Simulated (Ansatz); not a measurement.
In(OH)3 (InO₃H₃). Total charge 0; singlet. Geometry r2SCAN-D4/def2-SVP, basis def2-TZVP, Ansatz.

```xyz
7

In    0.000    0.000    0.000
O    -1.790   -0.261    0.847
H    -1.809   -1.099    1.333
O     0.365    1.641   -1.078
H    -0.419    2.208   -1.096
O     1.425   -1.380    0.231
H     2.228   -1.109   -0.237
```

```csv
run,HOMO (eV),LUMO (eV)
A,-11.17,-0.16
B,-8.41,-2.43
C,-13.06,1.17
D,-10.35,-1.26
E,-7.34,-2.73
F,-10.21,-1.16
```

In the def2 sets In takes a core potential; there is no spin–orbit coupling. B3LYP takes the VWN-RPA correlation.

Question: The runs used B3LYP, BHLYP, CAM-B3LYP, HF, r2SCAN, ωB97M-V. Estimate which is which.

Answer: A ωB97M-V (range-separated); B B3LYP (20 % exact exchange); C HF (100 % exact exchange); D BHLYP (50 % exact exchange); E r2SCAN (0 % exact exchange); F CAM-B3LYP (range-separated). Exact exchange lowers occupied and raises empty levels; among semilocal functionals meta-GGAs tend to open the gap a little, and such runs are hard to tell apart. The gap grows from 4.60 eV (r2SCAN) to 14.23 eV (HF).
